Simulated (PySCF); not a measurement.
# Excitation energy of Al by level of theory

Al [Ne] 3s2 3p1 (2P) → Al [Ne] 3s1 3p2 (4P), as a difference of total energies. Computed with PySCF 2.14 in aug-cc-pwCVDZ, with no relativity, point nucleus. Correlated levels: valence: [Ne] frozen; valence and next inner shell: 1s2 frozen; nothing frozen. The calculations carry no spin-orbit coupling.

```json
{"method": "UHF", "excitation energy (eV)": "2.415", "error (eV)": "-1.183"}
{"method": "LDA", "excitation energy (eV)": "3.672", "error (eV)": "+0.074"}
{"method": "PBE", "excitation energy (eV)": "3.571", "error (eV)": "-0.027"}
{"method": "PBE0", "excitation energy (eV)": "3.451", "error (eV)": "-0.147"}
{"method": "r2SCAN", "excitation energy (eV)": "3.182", "error (eV)": "-0.416"}
{"method": "revPBE", "excitation energy (eV)": "3.513", "error (eV)": "-0.085"}
{"method": "r2SCAN0", "excitation energy (eV)": "3.230", "error (eV)": "-0.368"}
{"method": "PW91", "excitation energy (eV)": "3.575", "error (eV)": "-0.023"}
{"method": "wB97X-V", "excitation energy (eV)": "3.614", "error (eV)": "+0.016"}
{"method": "MP2 (valence)", "excitation energy (eV)": "3.063", "error (eV)": "-0.535"}
{"method": "SCS-MP2 (valence)", "excitation energy (eV)": "3.321", "error (eV)": "-0.277"}
{"method": "MP2 (valence and next inner shell)", "excitation energy (eV)": "3.227", "error (eV)": "-0.371"}
{"method": "SCS-MP2 (valence and next inner shell)", "excitation energy (eV)": "3.450", "error (eV)": "-0.148"}
{"method": "MP2 (all electrons)", "excitation energy (eV)": "3.226", "error (eV)": "-0.372"}
{"method": "SCS-MP2 (all electrons)", "excitation energy (eV)": "3.449", "error (eV)": "-0.149"}
```

Reference: 3.598 eV (measured; NIST levels, between the centres of gravity of the two terms).

Errors of the correlated levels include the incompleteness of this basis and the frozen core.
